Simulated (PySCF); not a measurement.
Computed IR spectrum (relative IR intensity) of a molecule C2H6AlFO. Geometry: PBE-D3(BJ)/def2-SVP. The values are those of a single conformer. Computed with PySCF with PBE-D3(BJ)/def2-SVP. Frequencies are harmonic and unscaled.

Lines under 2 % of the strongest are left out, and lines within 2 cm⁻¹ are merged.

```json
[
 {"ν (cm⁻¹)": "224", "relative intensity": "4.8"},
 {"ν (cm⁻¹)": "428", "relative intensity": "4.7"},
 {"ν (cm⁻¹)": "464", "relative intensity": "38"},
 {"ν (cm⁻¹)": "630", "relative intensity": "20"},
 {"ν (cm⁻¹)": "672", "relative intensity": "26"},
 {"ν (cm⁻¹)": "859", "relative intensity": "23"},
 {"ν (cm⁻¹)": "926", "relative intensity": "13"},
 {"ν (cm⁻¹)": "1071", "relative intensity": "2.3"},
 {"ν (cm⁻¹)": "1221", "relative intensity": "100"},
 {"ν (cm⁻¹)": "1362", "relative intensity": "7.4"},
 {"ν (cm⁻¹)": "1408", "relative intensity": "2.1"},
 {"ν (cm⁻¹)": "1948", "relative intensity": "27"},
 {"ν (cm⁻¹)": "2929", "relative intensity": "22"},
 {"ν (cm⁻¹)": "2964", "relative intensity": "11"},
 {"ν (cm⁻¹)": "3054", "relative intensity": "6.7"},
 {"ν (cm⁻¹)": "3062", "relative intensity": "6.7"}
]
```

Task: Which molecule gave these data?
A. C[CH2][Al]([OH])[F]
B. C[O][Al]([CH3])[F]
C. CC[O][AlH][F]

Result: C, CC[O][AlH][F]
